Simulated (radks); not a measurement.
Task: These are the eigenvalues of the occupied orbitals of an atom or ion with whole-number occupations (eV). Calculated with a radial shooting solver on a logarithmic mesh with Libxc functionals: scalar-relativistic Kohn-Sham, PBE, spin-unpolarised, spherical densities, point nucleus.

1s: -26189.44
2s: -6013.320
2p: -5752.740

Which element is it, and in what charge state? The configuration may be excited.

Result: Z = 45, rhodium, charge +39: Rh39+ in [He] 2s2 2p2. The list shows which subshells hold electrons but not how many an open one holds; the 1s level, -962.44 hartree, gives Z - s = 43.9 by -(Z - s)^2/2, which with screening and relativity narrows Z to a few neighbours, and the depths of the outer levels then fix element, charge and occupations together.
